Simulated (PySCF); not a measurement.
Ranking problems on computed properties.

Each SMILES stands for a single optimised conformer of the isolated species, non-relativistic unless stated. Electronic properties by PySCF.

The conformers computed, where there is a choice (atom-mapped SMILES and torsion angles):
- `[OH:1][CH2:2][C@@H:3]1[CH2:4][CH2:5][O:6]1`: O1–C2–C3–C4 53°, H–O1–C2–C3 49°
- `[CH3:1][c:2]1[cH:3][c:4]([NH2:5])[cH:6][cH:7][c:8]1[Cl:9]`: H–N5–C4–C3 162°, H–N5–C4–C3 22°
- `[F:1][Si:2]([F:3])([F:4])[SiH2:5][C@H:6]([SiH3:7])[SiH2:8][PH2:9]`: F1–Si2–Si5–C6 44°, Si2–Si5–C6–Si7 179°, Si5–C6–Si8–P9 55°, H–P9–Si8–C6 -91°, H–P9–Si8–C6 177°
- `[CH3:1][S:2][SiH2:3][SiH2:4][C:5]([CH3:6])([CH3:7])[CH:8]=[O:9]`: C1–S2–Si3–Si4 -172°, S2–Si3–Si4–C5 -55°, Si3–Si4–C5–C6 -163°, Si4–C5–C8–O9 37°
- `[CH3:1][C:2]([CH3:3])([CH2:4][C:5]([F:6])([F:7])[F:8])[C:9](=[O:10])[O-:11]`: C1–C2–C4–C5 81°, C2–C4–C5–F6 -168°, C1–C2–C9–O10 -40°
- `[CH2:1]=[N:2]/[CH:3]=[CH:4]\[F:5]`: C1–N2–C3–C4 180°
- `[CH3:1][N:2]1[CH2:3][CH2:4][Si@:5]1([NH2:6])[CH2:7][C:8]#[N:9]`: C4–Si5–C7–C8 -177°, H–N6–Si5–C4 44°, H–N6–Si5–C4 -167°
- `[CH3:1][c:2]1[cH:3][p:4][cH:5][c:6]([CH:7]2[CH2:8][CH2:9]2)[n:10]1`: C5–C6–C7–C8 -145°
- `[CH3:1][CH2:2]/[CH:3]=[C:4](\[SiH2:5][SiH3:6])[S@@:7]([CH3:8])=[O:9]`: C1–C2–C3–C4 123°, C3–C4–Si5–Si6 127°, C3–C4–S7–C8 96°
- `[CH3:1][CH2:2][N:3]([S:4](=[O:5])(=[O:6])[F:7])[S:8](=[O:9])(=[O:10])[F:11]`: C1–C2–N3–S4 -69°, C2–N3–S4–O5 -16°, C2–N3–S8–O9 169°

Task: Rank by HOMO energy, lowest first (PBE0/pcSseg-1 at GFN2-xTB geometries).
A. `CS[SiH2][SiH2]C(C)(C)C=O`
B. `OC[C@@H]1CCO1`
C. `Cc1cc(N)ccc1Cl`
D. `F[Si]([SiH2][C@H]([SiH3])[SiH2]P)(F)F`

Result: D (-7.75 eV), B (-7.37 eV), A (-6.46 eV), C (-5.87 eV).

Task: Rank by smallest rotational constant, highest first (GFN2-xTB).
A. `C=N/C=C\F`
B. `CS[SiH2][SiH2]C(C)(C)C=O`
C. `OC[C@@H]1CCO1`
D. `ClS(=O)(=O)Cl`
E. `CN1CC[Si@]1(N)CC#N`
F. `CC(C)(CC(F)(F)F)C(=O)[O-]`

Result: C (2.775 GHz), A (2.555 GHz), D (1.860 GHz), E (0.855 GHz), F (0.628 GHz), B (0.554 GHz).

Task: Give the two extremes of that set in cm⁻¹.

Result: `CS[SiH2][SiH2]C(C)(C)C=O`: 0.0185 cm⁻¹; `OC[C@@H]1CCO1`: 0.0926 cm⁻¹.

Task: Rank by HOMO–LUMO gap, lowest first (PBE0/pcSseg-1 at GFN2-xTB geometries).
A. `Cc1cpcc(C2CC2)n1`
B. `CC/C=C(\[SiH2][SiH3])[S@@](C)=O`
C. `F[Si](F)(F)[SiH2][C@H]([SiH3])[SiH2]P`
D. `ClS(=O)(=O)Cl`
E. `O=S(F)(=O)N(CC)S(F)(=O)=O`
F. `OC[C@@H]1CCO1`

Result: A (5.33 eV), B (5.99 eV), D (6.50 eV), C (6.66 eV), F (8.84 eV), E (9.62 eV).

Task: Give the two extremes of that set in kcal/mol.

Result: `Cc1cpcc(C2CC2)n1`: 123 kcal/mol; `CCN(S(=O)(=O)F)S(=O)(=O)F`: 222 kcal/mol.

Task: Rank by dipole moment, lowest first (PBE0/pcSseg-1 at GFN2-xTB geometries).
A. `C=N/C=C\F`
B. `Cc1cpcc(C2CC2)n1`
C. `F[Si](F)(F)[SiH2][C@H]([SiH3])[SiH2]P`
D. `CC/C=C(\[SiH2][SiH3])[S@](=O)C`
E. `ClS(=O)(=O)Cl`
F. `CCN(S(=O)(=O)F)S(=O)(=O)F`

Result: B (0.34 D), E (1.65 D), A (2.68 D), C (2.87 D), F (4.01 D), D (4.63 D).

Task: By how much do the two ends of that ranking differ?

Result: By 4.29 D, between `CC/C=C(\[SiH2][SiH3])[S@@](C)=O` and `Cc1cpcc(C2CC2)n1`.
